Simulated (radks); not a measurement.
Spherical quantum dot in the effective-mass picture: electrons in a parabolic well V = omega^2 r^2 / 2 with omega = 0.299, all in effective atomic units (hartree* = m*/eps^2 hartree, bohr* = eps/m* bohr), one dielectric constant everywhere. Calculated with a radial shooting solver with Libxc functionals: non-relativistic Kohn-Sham, LDA (Slater exchange, Perdew-Wang correlation), spin-polarised, spherical densities. Levels are named by radial order and angular momentum (1s, 1p, 1d, 2s, ...), and open shells are averaged over m. Results are scaled to m* = 0.037 and eps = 9.3, for which hartree* = 11.64 meV and bohr* = 13.3 nm.

N = 36, configuration 1s2 1p6 1d10 2s2 1f14 2p(up 2, down 0). This is the lowest configuration that the search found. Occupied and some empty levels:

level,occupation,eigenvalue (meV),<r> (nm)
1s up,1,81.330,56.48
1s down,1,81.465,58.61
1p up,3,82.163,68.76
1p down,3,82.239,69.70
1d up,5,83.159,76.47
1d down,5,83.208,76.76
2s up,1,83.496,61.87
2s down,1,83.655,60.52
1f up,7,84.315,82.02
1f down,7,84.355,82.05
2p up,2,84.930,67.38
2p down,0,85.091,67.57
1g up,0,85.626,86.43
1g down,0,85.665,86.38
2d up,0,86.510,73.42
2d down,0,86.631,74.05
3s up,0,86.824,67.30
3s down,0,86.933,67.16

Energy (meV): total 1833.88, kinetic 86.290, external 643.04, Hartree 1200.7, exchange-correlation -96.187.
